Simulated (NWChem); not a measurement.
Everything below was run with NWChem. System: C$_{2}$H$_{3}$F$_{2}$, charge 0, spin multiplicity 2, at a geometry optimised with UPBE/def2-SVP. The structure started from a generated list of species. Its SCF solution wasn't tested for a lower state. Level: UBLYP/def2-TZVP.

Job file:

```
start mol
memory heap 200 mb stack 900 mb global 1100 mb
geometry units angstroms nocenter noautoz
  C     -1.388657    -0.079632     0.000000
  C      0.085529    -0.294823     0.000000
  F      0.729639     0.128367     1.101007
  F      0.729639     0.128367    -1.101007
  H     -1.633365     1.009480     0.000000
  H     -1.840686    -0.536678     0.900310
  H     -1.840686    -0.536678    -0.900310
  symmetry group Cs
end
basis spherical
  * library def2-tzvp
end
dft
  xc becke88 lyp
  odft
  mult 2
  semidirect memsize 60000000 filesize 0
  iterations 100
end
task dft energy
```

Part of the output:

```
             Northwest Computational Chemistry Package (NWChem) 7.3.0
             --------------------------------------------------------

                                NWChem Input Module
                                -------------------

 Scaling coordinates for geometry "geometry" by  1.889725989
 (inverse scale =  0.529177249)

 Turning off AUTOSYM since
 SYMMETRY directive was detected!

                             Geometry "geometry" -> ""
                             -------------------------

 Output coordinates in angstroms (scale by  1.889725989 to convert to a.u.)

  No.       Tag          Charge          X              Y              Z
 ---- ---------------- ---------- -------------- -------------- --------------
    1 C                    6.0000    -1.38865700    -0.07963200     0.00000000
    2 C                    6.0000     0.08552900    -0.29482300     0.00000000
    3 F                    9.0000     0.72963900     0.12836700     1.10100700
    4 F                    9.0000     0.72963900     0.12836700    -1.10100700
    5 H                    1.0000    -1.63336500     1.00948000     0.00000000
    6 H                    1.0000    -1.84068600    -0.53667800     0.90031000
    7 H                    1.0000    -1.84068600    -0.53667800    -0.90031000

 Effective nuclear repulsion energy (a.u.)     122.4353710203

            Nuclear Dipole moment (a.u.)
            ----------------------------
        X                 Y               Z
 ---------------- ---------------- ----------------
    -0.0000056692     0.0000000000     0.0000000000

      Symmetry information
      --------------------

 Group name             Cs
 Group number              2
 Group order               2
 No. of unique centers     5

      Symmetry unique atoms

     1    2    3    5    6


 Summary of "ao basis" -> "" (spherical)
 ------------------------------------------------------------------------------
       Tag                 Description            Shells   Functions and Types
 ---------------- ------------------------------  ------  ---------------------
 *                         def2-tzvp                  on all atoms
[...]
    beta     41     42     43     44     45     46     47     48     49     50
 overlap   0.998  0.985  0.986  0.996  0.996  0.999  0.996  0.997  0.997  0.999

   alpha     51     52     53     54     55     56     57     58     59     60
    beta     51     52     53     54     55     56     57     58     59     60
 overlap   1.000  1.000  0.992  0.992  1.000  0.985  0.992  1.000  1.000  0.999

   alpha     61     62     63     64     65     66     67     68     69     70
    beta     61     62     63     64     65     66     67     68     69     70
 overlap   1.000  1.000  0.998  1.000  0.998  0.999  1.000  0.998  0.999  1.000

   alpha     71     72     73     74     75     76     77     78     79     80
    beta     71     72     73     74     75     76     77     78     79     81
 overlap   0.989  0.988  0.995  0.995  0.996  0.997  1.000  0.999  0.999  0.996

   alpha     81     82     83     84     85     86     87     88     89     90
    beta     80     82     84     83     85     86     87     88     89     91
 overlap   1.000  0.990  0.993  0.998  0.972  0.980  0.993  0.979  0.963  0.959

   alpha     91     92     93     94     95     96     97     98     99    100
    beta     90     92     93     94     95     96     97     98     99    100
 overlap   0.961  0.996  0.956  0.979  0.990  0.968  0.967  0.995  0.998  0.996

   alpha    101    102    103    104    105    106    107    108    109    110
    beta    101    102    103    104    105    106    107    108    109    110
 overlap   0.999  0.975  0.994  0.978  0.998  0.998  0.998  0.997  0.998  0.998

   alpha    111    112    113    114    115    116    117    118    119    120
    beta    111    112    113    114    115    116    117    118    119    120
 overlap   1.000  1.000  1.000  1.000  0.991  0.989  0.999  0.999  0.982  0.999

   alpha    121    122    123    124    125    126    127    128    129    130
    beta    121    122    123    124    125    126    127    128    129    130
 overlap   0.999  0.999  0.999  1.000  1.000  1.000  1.000  1.000  1.000  1.000

   alpha    131    132    133    134    135    136    137    138    139    140
    beta    131    132    133    134    135    136    137    138    139    140
 overlap   1.000  1.000  0.998  1.000  0.998  0.999  0.999  1.000  1.000  1.000

   alpha    141    142
    beta    141    142
 overlap   1.000  1.000

     --------------------------
     Expectation value of S2:
     --------------------------
      <S2> =      0.7518 (Exact =     0.7500)

 center of mass
 --------------
 x =   0.19560082 y =   0.00929163 z =   0.00000000

 moments of inertia (a.u.)
 ------------------
         182.286438468626         -17.425207611395           0.000000000000
         -17.425207611395         357.007290745758           0.000000000000
           0.000000000000           0.000000000000         198.656003394874

     Multipole analysis of the density
     ---------------------------------

     L   x y z        total         alpha         beta         nuclear
     -   - - -        -----         -----         ----         -------
     0   0 0 0     -0.000000    -17.000000    -16.000000     33.000000

     1   1 0 0     -0.742059     -0.473259     -0.268794     -0.000006
     1   0 1 0     -0.016299      0.417626     -0.433925      0.000000
     1   0 0 1      0.000000     -0.000000      0.000000      0.000000

     2   2 0 0    -16.265748    -63.725304    -61.961237    109.420793
     2   1 1 0      0.098228     -4.069513     -4.849068      9.016809
     2   1 0 1     -0.000000      0.000000     -0.000000      0.000000
     2   0 2 0    -16.949031    -14.284843    -11.417841      8.753654
     2   0 1 1     -0.000000     -0.000000      0.000000      0.000000
     2   0 0 2    -17.875054    -51.468729    -50.115684     83.709360

 Task  times  cpu:        7.1s     wall:        7.1s

 Total times  cpu:        7.1s     wall:        7.1s
```
